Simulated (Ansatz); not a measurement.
Reaction (atomization): `[CH2][Si](F)(Cl)Cl`• → C• + 2 Cl• + F• + 2 H• + Si•

Isolated molecules relaxed with PBE0-D4/def2-TZVP in Ansatz; ΔE leaves out vibrations. CCSD(T)/CBS adds triple-zeta CCSD(T) − MP2 to the extrapolated MP2 energy (def2 sets, frozen cores). This one scheme is used for every species, atoms too. Functionals use def2-TZVPP. B3LYP here is the variant with VWN-RPA as its local correlation; programs differ in this. HSE06 is defined as in plane-wave codes. Open shells (•) are unrestricted, without spin–orbit coupling. Spin–orbit coupling would lower the free atoms: a little for C, Cl, F, Si.

```json
{"level": "B97M-V", "ΔE (kJ/mol)": "2608.4"}
{"level": "B3LYP-D4", "ΔE (kJ/mol)": "2551.6"}
{"level": "revPBE", "ΔE (kJ/mol)": "2497.5"}
{"level": "PBE0", "ΔE (kJ/mol)": "2565.7"}
{"level": "B3LYP", "ΔE (kJ/mol)": "2517.0"}
{"level": "HSE06", "ΔE (kJ/mol)": "2568.3"}
{"level": "HF/def2-TZVPP", "ΔE (kJ/mol)": "1959.8"}
{"level": "CCSD/CBS(def2)", "ΔE (kJ/mol)": "2539.4"}
```

(1) What does CCSD(T)/CBS give? (An estimate is asked.)

Largest T1 diagnostic among the species: 0.012.

Results:

(1) Computed: +2580.3 kJ/mol. The listed levels differ from it by 28.1, -28.7, -82.8, -14.6, -63.3, -12.0, -620.5, -40.9 kJ/mol.

At CCSD(T), def2-SVP lies −215.2 kJ/mol from the extrapolated value and def2-TZVPP −82.5 kJ/mol: correlation converges slowly with the basis, and small sets miss more of it in the bonded molecule than in its fragments. From BLYP to BHLYP (50 % exact exchange), in def2-TZVPP and without D4, ΔE moves by −31.7 kJ/mol: exact exchange takes away binding that semilocal exchange gives to molecules. Leaving LDA and LC-ωPBE aside and taking each functional with its dispersion term where it has one, the values, not all of them listed here, spread over 127.1 kJ/mol, from BHLYP-D4 to PBE-D4. LDA lies +334.6 kJ/mol from PBE without D4, its usual overbinding.

For atomizations the MP2-based limit and the directly extrapolated one differ by several kJ/mol either way, and by 10 to 25 for some Ge, Se and Sn compounds, so smaller differences from it don't rank the levels.
